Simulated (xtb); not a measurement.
F₄MoO, charge +1, doublet, at a GFN2-xTB geometry (such geometries of metal compounds can be far from the true shape) (the multiplicity is a formal guess); GFN2-xTB in xtb.

Here is a job for xtb.
```
$ xtb mol.xyz --gfn 2 --chrg 1 --uhf 1 --etemp 3000 --json

# file mol.xyz
6

Mo     0.04700380    -0.02591911     0.04429024
O      1.17771435    -0.64942219     1.10972418
F     -1.15193834     0.63520863    -1.08543623
F      0.02490160     1.54359112     0.78829207
F      1.03547356    -0.29290642    -1.35893280
F     -1.17464510    -1.18767329     0.46296766
```

The log (banner, timings and long lists left out):

```
   ID    Z sym.   atoms
    1   42 Mo     1
    2    8 O      2
    3    9 F      3-6

           -------------------------------------------------
          |                Calculation Setup                |
           -------------------------------------------------

           -------------------------------------------------
          |                 G F N 2 - x T B                 |
           -------------------------------------------------

          ...................................................
          :                      SETUP                      :
          :.................................................:
          :  # basis functions                  30          :
          :  # atomic orbitals                  29          :
          :  # shells                           13          :
          :  # electrons                        39          :
          :  max. iterations                   250          :
          :  Hamiltonian                  GFN2-xTB          :
          :  restarted?                      false          :
          :  GBSA solvation                  false          :
          :  PC potential                    false          :
          :  electronic temp.         3000.0000000     K    :
          :  accuracy                    1.0000000          :
          :  -> integral cutoff          0.2500000E+02      :
          :  -> integral neglect         0.1000000E-07      :
          :  -> SCF convergence          0.1000000E-05 Eh   :
          :  -> wf. convergence          0.1000000E-03 e    :
          :  Broyden damping             0.4000000          :
          :  net charge                          1          :
          :  unpaired electrons                  1          :
          ...................................................

 iter      E             dE          RMSdq      gap      omega  full diag
   1    -24.6098518 -0.246099E+02  0.984E+00    5.04       0.0  T
   2    -24.4100234  0.199828E+00  0.858E+00    5.52       1.0  T
   3    -24.5760232 -0.166000E+00  0.490E+00    4.45       1.0  T
   4    -24.6601307 -0.841075E-01  0.184E+00    5.51       1.0  T
   5    -24.6317431  0.283876E-01  0.296E+00    5.26       1.0  T
   6    -24.6581573 -0.264142E-01  0.884E-01    5.12       1.0  T
   7    -24.6623599 -0.420262E-02  0.694E-01    5.19       1.0  T
   8    -24.6636203 -0.126041E-02  0.397E-01    5.22       1.0  T
   9    -24.6652595 -0.163918E-02  0.101E-01    5.26       1.0  T
  10    -24.6652927 -0.332675E-04  0.512E-02    5.26       1.0  T
  11    -24.6653202 -0.274244E-04  0.555E-03    5.26       7.4  T
  12    -24.6653202 -0.396815E-07  0.423E-03    5.26       9.7  T
  13    -24.6653203 -0.108860E-06  0.232E-03    5.26      17.6  T
  14    -24.6653204 -0.551568E-07  0.154E-04    5.26     264.6  T
  15    -24.6653204 -0.136211E-10  0.148E-04    5.26     275.6  T

   *** convergence criteria satisfied after 15 iterations ***

         :::::::::::::::::::::::::::::::::::::::::::::::::::::
         ::                     SUMMARY                     ::
         :::::::::::::::::::::::::::::::::::::::::::::::::::::
         :: total energy             -24.614516103622 Eh    ::
         :: gradient norm              0.012852918773 Eh/a0 ::
         :: HOMO-LUMO gap              5.258419051116 eV    ::
         ::.................................................::
         :: SCC energy               -24.665319757357 Eh    ::
         :: -> isotropic ES            0.272495210841 Eh    ::
         :: -> anisotropic ES          0.000016398235 Eh    ::
         :: -> anisotropic XC          0.001549608566 Eh    ::
         :: -> dispersion             -0.003315698268 Eh    ::
         :: repulsion energy           0.050803653735 Eh    ::
         :: add. restraining           0.000000000000 Eh    ::
         :: total charge               1.000000000043 e     ::
         :::::::::::::::::::::::::::::::::::::::::::::::::::::

[...]
       ...           ...                  ...                  ...
         8        1.9995           -0.8599715             -23.4010
         9        1.9995           -0.8599715             -23.4010
        10        1.9991           -0.8537784             -23.2325
        11        1.9968           -0.8420771             -22.9141
        12        1.9951           -0.8380809             -22.8053
        13        1.9951           -0.8380809             -22.8053
        14        1.9919           -0.8332888             -22.6749
        15        1.9606           -0.8179537             -22.2577
        16        1.9205           -0.8108764             -22.0651
        17        1.9205           -0.8108764             -22.0651
        18        1.7782           -0.7995339             -21.7564
        19        1.7782           -0.7995339             -21.7564
        20        1.6652           -0.7941311             -21.6094 (HOMO)
        21        0.0000           -0.6008878             -16.3510 (LUMO)
        22        0.0000           -0.6008878             -16.3510
        23        0.0000           -0.5630806             -15.3222
        24        0.0000           -0.5630806             -15.3222
        25                         -0.2837509              -7.7213
        26                         -0.0389341              -1.0594
        27                          0.0018348               0.0499
        28                          0.0018348               0.0499
        29                          0.1205219               3.2796
      -------------------------------------------------------------
                  HL-Gap            0.1932433 Eh            5.2584 eV
             Fermi-level           -0.7419749 Eh          -20.1902 eV

     #   Z          covCN         q      C6AA      α(0)
     1  42 Mo       3.750     1.513   309.614    39.106
     2   8 O        0.804    -0.158    17.420     5.595
     3   9 F        0.736    -0.130    10.548     3.836
     4   9 F        0.737    -0.075    10.024     3.739
     5   9 F        0.737    -0.075    10.024     3.739
     6   9 F        0.737    -0.075    10.024     3.739

 Mol. C6AA /au·bohr⁶  :       1131.144555
 Mol. C8AA /au·bohr⁸  :      65054.243703
 Mol. α(0) /au        :         59.753402

Wiberg/Mayer (AO) data.
largest (>0.10) Wiberg bond orders for each atom

 ---------------------------------------------------------------------------
     #   Z sym  total        # sym  WBO       # sym  WBO       # sym  WBO
 ---------------------------------------------------------------------------
     1  42 Mo   6.521 --     2 O    1.636     5 F    1.297     6 F    1.297
                             4 F    1.297     3 F    0.994
     2   8 O    1.833 --     1 Mo   1.636
     3   9 F    1.164 --     1 Mo   0.994
     4   9 F    1.481 --     1 Mo   1.297
     5   9 F    1.481 --     1 Mo   1.297
     6   9 F    1.481 --     1 Mo   1.297
 ---------------------------------------------------------------------------

Topologies differ in total number of bonds
Writing topology from bond orders to xtbtopo.mol

molecular dipole:
                 x           y           z       tot (Debye)
 q only:        0.082      -0.045       0.077
   full:       -0.105       0.058      -0.099       0.394
molecular quadrupole (traceless):
                xx          xy          yy          xz          yz          zz
 q only:       -0.341       0.699       0.541      -1.194       0.659      -0.199
  q+dip:       -0.280       0.573       0.443      -0.979       0.540      -0.163
   full:       -0.385       0.789       0.610      -1.348       0.743      -0.225

           -------------------------------------------------
          | TOTAL ENERGY              -24.614516103622 Eh   |
          | GRADIENT NORM               0.012852918773 Eh/α |
          | HOMO-LUMO GAP               5.258419051116 eV   |
           -------------------------------------------------

normal termination of xtb
```
